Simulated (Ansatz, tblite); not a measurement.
Forces on the cluster Pd₃H₅ at its PBE-D4/def2-SVP geometry. Total charge 0; doublet.

In the def2 sets Pd takes a core potential; there is no spin–orbit coupling. The xTB rows come from tblite. In the doublet, H6 and H8 lie 0.89 Å apart (atoms count from 1), so H2 has formed as a molecule. The structure comes from a short search, and lower isomers may exist.

GFN1-xTB (tblite), largest force 1.09 eV/Å:

```xyz
8
positions Å, forces eV/Å
Pd   -1.367   -0.416   -1.623    0.547   -0.054    0.262
Pd    0.003    0.519    0.492    0.523    0.187   -0.135
Pd   -0.286   -2.136    0.181    0.207    0.485   -0.304
H    -0.508    0.939   -1.118   -0.171   -0.001    0.237
H     0.716   -1.008    0.925   -0.243    0.112    0.118
H     0.592    2.067    0.948    0.185   -0.939    0.515
H    -0.094   -1.469   -1.344   -0.438   -0.130    0.138
H     0.942    1.505    1.539   -0.610    0.340   -0.832
```

GFN2-xTB (tblite), largest force 1.83 eV/Å:

```
Pd 0.312 -0.068 -0.321
Pd 1.257 1.255 0.444
Pd 0.348 -0.126 -0.260
H -0.460 0.212 0.035
H -0.226 -0.161 0.425
H -0.921 0.569 -1.211
H -0.599 -0.313 0.062
H 0.289 -1.369 0.827
```

PBE-D4/def2-TZVP (Ansatz), largest force 0.21 eV/Å:

```
Pd -0.003 -0.005 0.021
Pd -0.005 0.012 0.015
Pd -0.015 0.015 0.000
H 0.008 -0.007 -0.009
H 0.007 -0.005 -0.012
H 0.077 -0.146 0.132
H 0.019 0.015 0.003
H -0.089 0.121 -0.149
```
